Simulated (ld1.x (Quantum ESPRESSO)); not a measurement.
**An all-electron radial function and its pseudo partner (hydrogen (H))**

Columns: radius, all-electron u(r) and pseudo u(r) of the 1s shell (level -6.49 eV) of hydrogen in the configuration 1s1; PBE, scalar-relativistic, RRKJ scheme, ld1.x (Quantum ESPRESSO) 7.5.

```
r (bohr)  all-electron  pseudo
   0.032        0.0595  0.0529
   0.065        0.1169  0.1069
   0.098        0.1704  0.1597
   0.130        0.2188  0.2092
   0.162        0.2638  0.2565
   0.195        0.3071  0.3026
   0.228        0.3471  0.3455
   0.260        0.3832  0.3838
   0.292        0.4165  0.4188
   0.325        0.4483  0.4516
   0.358        0.4775  0.4810
   0.390        0.5036  0.5067
   0.422        0.5275  0.5300
   0.455        0.5501  0.5518
   0.488        0.5706  0.5716
   0.520        0.5887  0.5892
   0.552        0.6052  0.6053
   0.585        0.6205  0.6205
   0.618        0.6341  0.6341
   0.650        0.6460  0.6460
   0.682        0.6565  0.6565
   0.715        0.6660  0.6660
   0.748        0.6743  0.6743
   0.780        0.6811  0.6811
   0.812        0.6870  0.6870
   0.845        0.6920  0.6920
```

**Question.** How many radial nodes do the two functions have?

**Answer.** The all-electron 1s function has n − l − 1 = 0; the pseudo-wave has 0.

**Question.** At about which radius was the pseudo-wave matched?

**Answer.** 0.65 bohr. The columns agree to 0.0005 from 0.52 bohr on; several derivatives are matched, so the curves merge somewhat inside the radius.

**Question.** Is the pseudo-wave norm-conserving?

**Answer.** Yes: the RRKJ scheme keeps the norm inside the radius equal to the all-electron one, which fixes the energy derivative of the logarithmic derivative at the level.
